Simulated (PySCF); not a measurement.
# Stationary points of TeF₅⁺

Level of theory: B3LYP in PySCF with Te def2-SVP with ECP28, F def2-SVP; scalar-relativistic core potentials, no spin–orbit coupling; density-fitted integrals.

Relaxations began from a few typed shapes. The search is not exhaustive: other isomers or separated fragments can lie lower, and high-lying points may rest on an excited occupation.

| spin | group | bonds | angles | imaginary modes (cm⁻¹) | ΔE (kJ/mol) | ΔE with ZPE (kJ/mol) |
| --- | --- | --- | --- | --- | --- | --- |
| singlet | D3h | Te–F 1.865 Å (×3), Te–F 1.873 Å (×2) | F–Te–F 90.0° (×6), F–Te–F 120.0° (×3), F–Te–F 180.0° | none | 0.0 | 0.0 |
| singlet | C4v | Te–F 1.854 Å, Te–F 1.872 Å (×4) | F–Te–F 87.5° (×4), F–Te–F 102.1° (×4), F–Te–F 155.8° (×2) | 59i | 4.4 | – |

The lowest minimum found is the singlet D3h: Te–F 1.865 Å (×3), Te–F 1.873 Å (×2); F–Te–F 90.0° (×6), F–Te–F 120.0° (×3), F–Te–F 180.0°.

Counting electrons, tellurium keeps none of its valence electrons outside its bonds, so the VSEPR class is AX5 and the expected shape is trigonal bipyramidal (D3h), as computed.
